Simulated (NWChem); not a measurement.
System: C$_{3}$H$_{5}$NSSi; SMILES [SiH3]c1nccs1

Program: NWChem. Structure relaxed at the PBE0/def2-SVP level. Level PBE/def2-SVP: single points from the atomic guess with DIIS by default; each run changes one setting, and all converged runs end within 0.3 mHa of each other. NWChem's automatic level shift, which a small gap switches on, acted in some of these runs.

### Question
Which setting needs the most SCF iterations, or fails (no DIIS, 40 % damping; core-Hamiltonian guess; defaults; DIIS on 3 Fock matrices; no level shifting)?

### Answer
no DIIS, 40 % damping, which doesn't converge.
| setting | SCF iterations |
|---|---|
| defaults | 11 |
| no level shifting | 11 |
| DIIS on 3 Fock matrices | 15 |
| core-Hamiltonian guess | 21 |
| no DIIS, 40 % damping | not converged in 200 |
